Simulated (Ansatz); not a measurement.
Stepwise reaction of `[NH2][In]([NH2])[SH]` with hydrogen fluoride, as a gas-phase model of exchange steps in deposition or etching. ΔE in kJ/mol.

Calculated with Ansatz (gas phase, PBE0-D4/def2-TZVP geometries, no zero-point term in ΔE). CCSD(T)/CBS is the MP2 limit (def2-TZVPP, def2-QZVPP) plus CCSD(T) − MP2 in def2-TZVPP, frozen cores. This one scheme is used for every species. DFT in def2-TZVPP. B3LYP here is the variant with VWN-RPA as its local correlation; programs differ in this. Elements past krypton have def2 core potentials. For In outer-core shells are correlated without core-valence functions, which leaves a few kJ/mol of doubt a bond. Each species was taken in one conformer, which may not be the lowest.

```csv
step,reaction,PBE-D4,B3LYP-D4,ωB97M-V,CCSD(T)/CBS
1,`[NH2][In]([NH2])[SH]` + H–F → `[NH2][In]([F])[SH]` + NH₃,-64.1,-66.1,-62.8,-53.8
2,`[NH2][In]([F])[SH]` + H–F → `[F][In]([F])[SH]` + NH₃,-42.4,-44.9,-42.6,-34.0
```

By hand: ΔE of the 2 steps together at CCSD(T)/CBS.

(-53.8) + (-34.0) = -87.8 kJ/mol, or -43.9 kJ/mol a step.

In ΔE each step is higher than the one before. All are downhill at CCSD(T)/CBS. PBE-D4 differs from CCSD(T)/CBS by -10.3 to -8.4 kJ/mol a step. Isolated molecules leave out the surface, adducts and barriers. Largest T1 diagnostic: 0.016.
